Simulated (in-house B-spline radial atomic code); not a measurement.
# How G0W0 and RPA depend on the start: Ga³⁺

Configuration [Ar] 3d10. Computed with an all-electron radial atomic-structure program (B-spline basis): all electrons, non-relativistic, point nucleus, each spin shell either full or empty, empty states to l = 9 with an (l + 1/2)⁻⁴ tail; G0W0 by contour deformation at full frequency.

```csv
start,mean-field 3d (eV),G0W0 (eV),QP weight,RPA correlation (Eh)
Hartree-Fock,-65.53,?,?,?
LDA VWN5,-53.22,-64.08,0.913,-2.1377
PBE,-52.85,-63.89,0.911,-2.1331
PBE0,-56.29,-64.00,0.932,-2.0782
r2SCAN,-53.26,-63.60,0.920,-2.0966
HSE06,-55.84,-64.02,0.930,-2.082
B3LYP (VWN-RPA),-55.77,-64.10,0.927,-2.0916
SCAN,-53.24,-63.54,0.919,-2.0951
TPSS,-52.73,?,?,?
BHandHLYP,-59.74,-64.15,0.944,-2.0302
CAM-B3LYP,-57.80,-64.39,0.937,-2.0726
LC-wPBE,-58.42,-64.66,0.941,-2.0746
wB97X,-58.39,-64.26,0.943,-2.0611
PBEsol,-52.82,-63.94,0.912,-2.1341
BLYP,-52.84,-63.98,0.909,-2.1362
r2SCAN0,-56.62,-63.78,0.936,-2.0543
LDA exchange-only,-51.39,-64.31,0.903,-2.1397
```

What G0W0 level, weight and RPA correlation energy follow from the TPSS start?

G0W0 level -63.88 eV, weight 0.912, RPA correlation -2.1216 hartree.

What G0W0 level, weight and RPA correlation energy follow from the Hartree-Fock start?

G0W0 level -64.08 eV, weight 0.960, RPA correlation -1.9392 hartree.

How much of the dependence on the start does G0W0 remove?

The mean-field levels span 14.1 eV and the G0W0 levels 1.12 eV. Against 63.241 ± 0.009 eV (NIST, measured) the G0W0 removal energies are off by +0.30 to +1.42 eV, with relativity, Breit and QED terms left out.
